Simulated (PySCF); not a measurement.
O2W, SMILES [W](=[O])=[O], multiplicity 1. Geometry optimised at PBE-D3(BJ)/def2-TZVP. The spin state was assumed, not searched. The def2 effective core potentials stand for the cores of W; spin–orbit coupling is left out.

Computed equilibrium geometry at PBE-D3(BJ)/def2-TZVP (PySCF confirms it by a frequency run) as Cartesian coordinates in Å, and its point group:
point group C2v.
```xyz
3

W      0.0000     0.0000     0.1861
O      0.0000     1.3343    -0.8608
O      0.0000    -1.3343    -0.8608
```
